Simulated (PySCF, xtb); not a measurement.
B(F)2(SMe) (CH3BF2S), SMILES CSB(F)F.

Geometry: B3LYP-D3(BJ)/def2-SVP. One conformer was computed; it need not be the lowest.

Level of theory: C-PCM-ωB97X/def2-SVP (PySCF 2.14.0).

The values are the electrostatic part of the solvation free energy, E(continuum) − E(gas) at the gas-phase geometry, in a cavity of scaled van der Waals radii (PySCF's table); cavitation and dispersion terms are not included. In vacuum the orbital gap is 12.87 eV. The dipole moment in vacuum is 2.01 D.

| solvent | ε | ΔG(elec) (kcal/mol) | dipole (D) | gap (eV) |
|---|---|---|---|---|
| water | 78.36 | … | … | … |
| chloroform | 4.71 | -2.0 | 2.35 | 12.86 |
| toluene | 2.37 | -1.5 | 2.25 | 12.86 |

Q: Complete the blanks. (Estimate from the structure and the level; the computed values follow.)

A: 
- water, ΔG(elec) (kcal/mol): -2.6
- water, dipole (D): 2.46
- water, gap (eV): 12.85

For comparison, GFN2-xTB/ALPB(water) (xtb, at the GFN2-xTB geometry, all terms of that model) gives -1.4 kcal/mol.
